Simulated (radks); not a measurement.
Values are calculated unless marked as measured or tabulated.
As2+, 31 electrons, occupied as [Ar] 3d10 4s1 4p2 (not the ground configuration). Level of theory: Dirac Kohn-Sham, HCTH/407, spin-unpolarised, spherical densities, finite nucleus; open shells fill j = l - 1/2 first; Fermi nuclear charge, rms radius 4.0968 fm (a radial shooting solver on a logarithmic mesh with Libxc functionals).

Spin-orbit splittings of the eigenvalues, e(l+1/2) - e(l-1/2), with zeta = 2 splitting/(2l+1) and mean radii in bohr:

| shell | occ. | splitting (eV) | zeta (eV) | <r> j=l-1/2 | <r> j=l+1/2 |
|---|---|---|---|---|---|
| 2p | 6 | 36.58 | 24.39 | 0.1746 | 0.1783 |
| 3p | 6 | 5.043 | 3.362 | 0.6083 | 0.6188 |
| 3d | 10 | 0.7424 | 0.2970 | 0.6664 | 0.6708 |
| 4p | 2 | 0.4113 | 0.2742 | 2.106 | 2.136 |
| 4d | 0 | 0.02885 | 0.01154 | 3.325 | 3.334 |
